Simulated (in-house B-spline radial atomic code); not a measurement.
A fraction x of an electron is removed from 3p in K5+, starting from [Ne] 3s2 3p2 and keeping the highest spin. Computed with an all-electron radial atomic-structure program (B-spline basis): non-relativistic RPBE, spin-polarised, spherical fractional occupations, point nucleus.

```
   x  E(x) - E(0) (eV)  3p up level (eV)
   0            0.0000           -90.657
0.01            0.9075           -90.833
0.18           16.6043           -93.838
0.27           25.1215           -95.435
0.42           39.6368           -98.105
 0.5           47.5423           -99.533
0.58           55.5621          -100.963
0.73           70.9081          -103.651
0.78           76.1131          -104.549
0.95           94.1462          -107.605
   1           99.5489          -108.505
```

The exact functional would give a straight line between the two integer points. Deviations E(x) - E(0) - x[E(1) - E(0)], in eV: -0.088 at x = 0.01, -1.315 at x = 0.18, -1.757 at x = 0.27, -2.174 at x = 0.42, -2.232 at x = 0.5, -2.176 at x = 0.58, -1.763 at x = 0.73, -1.535 at x = 0.78, -0.425 at x = 0.95.

The curve lies below the straight line by up to 2.232 eV (at x = 0.5): convex, the delocalisation error that favours fractional charges.

How well does Slater's transition state (minus the level at half occupation) give the ionisation energy?

It gives 99.533 eV against 99.549 eV from the two total energies; NIST lists 99.44 eV, ground level to ground level.
